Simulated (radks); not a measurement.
C4-, configuration [Ne]. All-electron calculation, scalar-relativistic Kohn-Sham, PBEsol, spin-polarised, spherical densities, point nucleus; Watson sphere of charge +4 and radius 1.8 bohr. Program: a radial shooting solver on a logarithmic mesh with Libxc functionals.

Unscreened Slater integrals over Kohn-Sham orbitals (cm^-1). They are taken over the spin-up orbitals.

| integral | value |
|---|---|
| F0(2p,2p) | 107670 |
| F2(2p,2p) | 49996 |
| F0(2p,2s) | 113370 |
| G1(2p,2s) | 71690 |
| F0(2p,1s) | 152710 |
| G1(2p,1s) | 10316 |
| F0(2s,2s) | 120070 |
| F0(2s,1s) | 167940 |
| G0(2s,1s) | 10048 |
| F0(1s,1s) | 761450 |
